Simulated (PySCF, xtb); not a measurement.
Si(Cl)(NCO)(OH)2 (CH2ClNO3Si), SMILES O=C=N[Si](O)(O)Cl.

xtb with GFN2-xTB at its own geometry gives an orbital gap of 6.07 eV and a dipole moment of 3.24 D.

Coordinates come from a PBE-D3(BJ)/def2-SVP optimisation. This is a generated structure with no PubChem entry under its InChIKey; it may be hypothetical. One conformer was computed; it need not be the lowest.

Task: What does PBE/def2-TZVP run with PySCF give? (Estimate from the structure and the level; the computed values follow.)

Result: gap 6.61 eV (levels -7.52 and -0.91 eV), dipole 2.39 D.
